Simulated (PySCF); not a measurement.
# Exercise with solution: chemical shift, span and skew from a shielding tensor

CH7NOSi2, SMILES C1N[SiH2]O[SiH2]1. Atoms are numbered in the order given.

```xyz
12

C      1.2867    -0.8738    -0.1738
N      1.3123     0.5209     0.2425
Si    -0.1879     1.2924     0.6403
O     -1.2504     0.1763    -0.0133
Si    -0.5302    -1.1863    -0.6729
H      1.9515    -1.0543    -1.0384
H      1.6010    -1.5784     0.6221
H      2.2254     0.9063     0.4514
H     -0.3232     2.6370     0.0063
H     -0.4801     1.4418     2.0997
H     -0.7246    -1.2196    -2.1525
H     -1.0991    -2.4312    -0.0803
```

Geometry optimised at PBE0-D3(BJ)/def2-SVP. This is a generated structure with no PubChem entry under its InChIKey; it may be hypothetical. One conformer was computed; it need not be the lowest.

GIAO shieldings from PBE0/pcSseg-1 run with PySCF, non-relativistic, no solvent. The symmetric part of the tensor of Si5 has the principal values 314.7, 332.4, 420.7 ppm. The same nucleus in TMS has σ = 352.7 ppm at this level (PySCF, at its B3LYP-D3(BJ)/def2-TZVP geometry).

Q: Work out the isotropic shielding, the ²⁹Si shift against TMS, the span and the skew.

A: 
σ(iso) = (σ11 + σ22 + σ33)/3 = 355.9 ppm. δ = σ(ref) − σ(iso) = 352.7 − (355.9) = -3.2 ppm.
Span Ω = σ33 − σ11 = 106.0 ppm. Skew κ = 3(σ(iso) − σ22)/Ω = 0.67. Tumbling in solution averages the tensor to δ; in a static solid the shielding alone would spread this spin-1/2 line over Ω.
